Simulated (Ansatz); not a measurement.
System: sum formula MnOBrH (charge 0, sextet). The spin state was set by rule; other spins were not relaxed. 
Coordinates optimised at B3LYP-D3(BJ)/def2-TZVP (Ansatz, a program for electronic structure):
SMILES: [OH][Mn][Br]
```xyz
4

Mn     0.1434    -0.7152     0.6016
Br    -0.2248     1.0628    -0.8910
O      0.5324    -2.0861     1.7267
H      0.0260    -2.6280     2.3322
```
Charge 0, spin multiplicity 6.

Total electronic energies in hartree. Correlated levels leave the core frozen unless marked. Open shells are spin-unrestricted. Spin-orbit coupling is left out. The frozen core is the preceding noble-gas configuration, with the filled d and f shells of earlier blocks. No relativistic terms. CBS marks a two-point X^-3 extrapolation of the correlation energy; Hartree-Fock from the larger set. [CCSD(T)-MP2]/basis is that difference in the basis named.

```tsv
level	program	energy (Eh)
HF/def2-TZVPP	Ansatz	-3797.86220
HF/def2-QZVPP	Ansatz	-3797.93877
RI-HF/def2-TZVPP	Ansatz	-3797.86210
PBE-D3(BJ)/def2-TZVPD	Ansatz + dftd3	-3800.43274
PBE-D4/def2-TZVPD	Ansatz + dftd4	-3800.43288
revPBE-D3(BJ)/def2-TZVPD	Ansatz + dftd3	-3800.79056
B3LYP-D3(BJ)/def2-TZVPD	Ansatz + dftd3	-3801.19470
B3LYP/def2-TZVPD	Ansatz	-3801.18994
PBE0/def2-SVP	Ansatz	-3799.97099
r2SCAN0-D4/def2-TZVPD	Ansatz + dftd4	-3801.03309
HSE06/def2-TZVPD	Ansatz	-3800.53858
LC-wPBE-D3(BJ)/def2-TZVPD	Ansatz + dftd3	-3800.54818
B2GP-PLYP-D4/def2-TZVPD	Ansatz + dftd4	-3800.13526
B2GP-PLYP/def2-TZVPD	Ansatz	-3800.13421
MP2/STO-3G	Ansatz	-3756.93854
MP2/def2-SVPD	Ansatz	-3797.73463
RI-MP2/def2-TZVPP	Ansatz	-3798.40264
RI-MP2/CBS(def2-TZVPPD,def2-QZVPPD)	Ansatz	-3798.5641
SCS-MP2/STO-3G	Ansatz	-3756.93915
SCS-MP2/def2-SVP	Ansatz	-3797.64073
SCS-MP2/def2-TZVPP	Ansatz	-3798.34199
RI-MP2/CBS(def2-TZVPP,def2-QZVPP)+[CCSD(T)-MP2]/def2-TZVPP	Ansatz	-3798.6084
RI-MP2/CBS(def2-TZVPPD,def2-QZVPPD)+[CCSD(T)-MP2]/def2-TZVPPD	Ansatz	-3798.6074
```

Totals of different functionals don't rank their quality; only differences between species are comparable.
